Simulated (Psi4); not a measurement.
C$_{6}$H$_{8}$ (SMILES C1=CCCC=C1), singlet, geometry from GFN2-xTB; LCCD/3-21G (Psi4 1.11).

Psi4 was given this input:
```
memory 2 GB

molecule mol {
0 1
  C     0.334154   -1.320949    0.370251
  C     1.346413   -0.526377    0.030314
  C     1.121701    0.886668   -0.215467
  C    -0.113014    1.353231   -0.386841
  C    -1.292706    0.425692   -0.374388
  C    -1.049167   -0.767555    0.550070
  H     0.484302   -2.368487    0.586877
  H     2.353911   -0.904353   -0.062995
  H     1.982519    1.537378   -0.262315
  H    -0.300205    2.395361   -0.600687
  H    -1.456725    0.070233   -1.399832
  H    -2.194820    0.957874   -0.067789
  H    -1.797450   -1.540659    0.367281
  H    -1.155821   -0.451608    1.595820
}

set basis 3-21g
set reference rhf

energy('lccd')
print_variables()
```

It wrote (shortened):

```
   => Loading Basis Set <=

    Name: 3-21G
    Role: ORBITAL
    Keyword: BASIS

         ---------------------------------------------------------
                                   SCF
               by Justin Turney, Rob Parrish, Andy Simmonett
                          and Daniel G. A. Smith
                              RHF Reference
         ---------------------------------------------------------

  ==> Geometry <==

    Molecular point group: c1
    Full point group: C1

    Geometry (in Angstrom), charge = 0, multiplicity = 1:

       Center              X                  Y                   Z               Mass
    ------------   -----------------  -----------------  -----------------  -----------------
         C            0.308324544490    -1.324719526399     0.372188839609    12.000000000000
         C            1.320583544490    -0.530147526399     0.032251839609    12.000000000000
         C            1.095871544490     0.882897473601    -0.213529160391    12.000000000000
         C           -0.138843455510     1.349460473601    -0.384903160391    12.000000000000
         C           -1.318535455510     0.421921473601    -0.372450160391    12.000000000000
         C           -1.074996455510    -0.771325526399     0.552007839609    12.000000000000
         H            0.458472544490    -2.372257526399     0.588814839609     1.007825032230
         H            2.328081544490    -0.908123526399    -0.061057160391     1.007825032230
         H            1.956689544490     1.533607473601    -0.260377160391     1.007825032230
         H           -0.326034455510     2.391590473601    -0.598749160391     1.007825032230
         H           -1.482554455510     0.066462473601    -1.397894160391     1.007825032230
         H           -2.220649455510     0.954103473601    -0.065851160391     1.007825032230
         H           -1.823279455510    -1.544429526399     0.369218839609     1.007825032230
         H           -1.181650455510    -0.455378526399     1.597757839609     1.007825032230

  Running in c1 symmetry.

  Rotational constants: A =      0.17238  B =      0.17045  C =      0.09107 [cm^-1]
  Rotational constants: A =   5167.75005  B =   5109.95045  C =   2730.34341 [MHz]
  Nuclear repulsion =  220.494511787662077

  Charge       = 0
  Multiplicity = 1
  Electrons    = 44
  Nalpha       = 22
  Nbeta        = 22

  ==> Algorithm <==

  SCF Algorithm Type is PK.
  DIIS enabled.
  MOM disabled.
  Fractional occupation disabled.
  Guess Type is SAD.
  Energy threshold   = 1.00e-08
  Density threshold  = 1.00e-08
  Integral threshold = 1.00e-12

  ==> Primary Basis <==

  Basis Set: 3-21G
    Blend: 3-21G
    Number of shells: 46
    Number of basis functions: 70
    Number of Cartesian functions: 70
    Spherical Harmonics?: false
    Max angular momentum: 1

  ==> Integral Setup <==

  Using in-core PK algorithm.
   Calculation information:
      Number of atoms:                  14
      Number of AO shells:              46
      Number of primitives:             78
      Number of atomic orbitals:        70
      Number of basis functions:        70

      Integral cutoff                 1.00e-12
      Number of threads:                 1

  Performing in-core PK
  Using 6177710 doubles for integral storage.
  We computed 527743 shell quartets total.
  Whereas there are 584821 unique shell quartets.

  ==> DiskJK: Disk-Based J/K Matrices <==

    J tasked:                  Yes
    K tasked:                  Yes
    wK tasked:                  No
    Schwarz Cutoff:          1E-12

  Minimum eigenvalue in the overlap matrix is 3.7338916697E-03.
  Reciprocal condition number of the overlap matrix is 7.5213699572E-04.
    Using symmetric orthogonalization.

  ==> Pre-Iterations <==

  SCF Guess: Superposition of Atomic Densities via on-the-fly atomic UHF (no occupation information).

   -------------------------
    Irrep   Nso     Nmo
   -------------------------
     A         70      70
[...]
  @RHF Final Energy:  -230.54183658537849
    Total Energy =                       -230.5418365853785190
[...]
        *                   Eugene DePrince                   *
        *                                                     *
        *******************************************************

  ==> Input parameters <==

        Freeze core orbitals?                  no
        Use frozen natural orbitals?           no
        r_convergence:                  1.000e-07
        e_convergence:                  1.000e-06
        Number of DIIS vectors:                 8
        Number of frozen core orbitals:         0
        Number of active occupied orbitals:    22
        Number of active virtual orbitals:     48
        Number of frozen virtual orbitals:      0

  ==> Memory <==

        minimum memory requirements for QCISD =        25.59 mb
        (T) algorithm:                                 21.33 mb (low-memory)
        memory requirements for QCISD(T) =             21.33 mb

  ==> Define tiling <==

        v(ab,cd) diagrams will be evaluated in   1 blocks.
        v(ab,ci) diagrams will be evaluated in   1 blocks over ov2.
        v(ab,ci) diagrams will be evaluated in   1 blocks over ov.

  Allocate cpu memory (    44.15 mb).....done.
  Initialize cpu memory..................done.

  Begin CEPA(0) iterations

   Iter  DIIS          Energy       d(Energy)          |d(T)|     time
      0   0 1   -0.5374000604   -0.5374000604    0.4012535038        1
      1   1 1   -0.5736803923   -0.0362803319    0.0810618916        0
      2   2 1   -0.5970183254   -0.0233379331    0.0405251521        1
      3   3 1   -0.6031843100   -0.0061659847    0.0160988626        1
      4   4 1   -0.6040815807   -0.0008972707    0.0081039903        0
      5   5 1   -0.6043217025   -0.0002401217    0.0031961872        1
      6   6 1   -0.6043591004   -0.0000373979    0.0013857506        0
      7   7 1   -0.6043662723   -0.0000071720    0.0005850253        1
      8   8 1   -0.6043678065   -0.0000015342    0.0001620619        1
      9   8 2   -0.6043679193   -0.0000001128    0.0000553828        1
     10   8 3   -0.6043679321   -0.0000000127    0.0000180200        0
     11   8 4   -0.6043679333   -0.0000000013    0.0000057466        1
     12   8 5   -0.6043679335   -0.0000000001    0.0000017765        1
     13   8 6   -0.6043679335   -0.0000000000    0.0000006678        0
     14   8 7   -0.6043679335   -0.0000000000    0.0000002720        1
     15   8 8   -0.6043679335   -0.0000000000    0.0000001217        0
     16   8 1   -0.6043679335   -0.0000000000    0.0000000565        1

  CEPA(0) iterations converged!

  CEPA(0) variational energy:      -0.604367933475
  CEPA(0) transition energy:       -0.604367927581

        OS SCS-MP2 correlation energy:          -0.495233698763
        SS SCS-MP2 correlation energy:          -0.041568437147
        SCS-MP2 correlation energy:             -0.536802135911
      * SCS-MP2 total energy:                 -231.078638721289

        OS MP2 correlation energy:              -0.412694748969
        SS MP2 correlation energy:              -0.124705311442
        MP2 correlation energy:                 -0.537400060411
      * MP2 total energy:                     -231.079236645790

        OS CEPA(0) correlation energy:          -0.497243649294
        SS CEPA(0) correlation energy:          -0.107124278287
        CEPA(0) correlation energy:             -0.604367933475
      * CEPA(0) total energy:                 -231.146204518854

  Total time for CEPA(0) iterations:       7.70 s (user)
                                        1.88 s (system)
                                          11 s (total)

  Time per iteration:                   0.48 s (user)
                                        0.12 s (system)
                                        0.69 s (total)

  Variable Map:
  ----------------------------------------------------------------------------
[...]
  Array Variable Map:
  ----------------------------------------------------------------------------
[...]
[...]
```
